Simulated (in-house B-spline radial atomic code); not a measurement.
A fraction x of an electron is removed from 4f in Sm V (Sm4+), starting from [Xe] 4f4 and keeping the highest spin. All numbers are computed (scalar-relativistic (X2C) TPSS, spin-polarised, spherical fractional occupations; Fermi nucleus of rms radius 5.0819 fm) with a radial B-spline atomic code at the basis-set limit, not measured.

```tsv
x	E(x) - E(0) (eV)	4f up level (eV)
0	0.0000	-53.062
0.04	2.1389	-53.882
0.15	8.1906	-56.153
0.31	17.4422	-59.501
0.39	22.2699	-61.194
0.5	29.1302	-63.542
0.61	36.2501	-65.914
0.66	39.5729	-67.000
0.77	47.0749	-69.405
0.96	60.6606	-73.613
1	63.6229	-74.507
```

The exact functional would give a straight line between the two integer points. Deviations E(x) - E(0) - x[E(1) - E(0)], in eV: -0.406 at x = 0.04, -1.353 at x = 0.15, -2.281 at x = 0.31, -2.543 at x = 0.39, -2.681 at x = 0.5, -2.56 at x = 0.61, -2.418 at x = 0.66, -1.915 at x = 0.77, -0.417 at x = 0.96.

The curve lies below the straight line by up to 2.681 eV (at x = 0.5): convex, the delocalisation error that favours fractional charges.

Problem. How well does Slater's transition state (minus the level at half occupation) give the ionisation energy?

Solution. It gives 63.542 eV against 63.623 eV from the two total energies; NIST lists 62.70 eV, ground level to ground level.
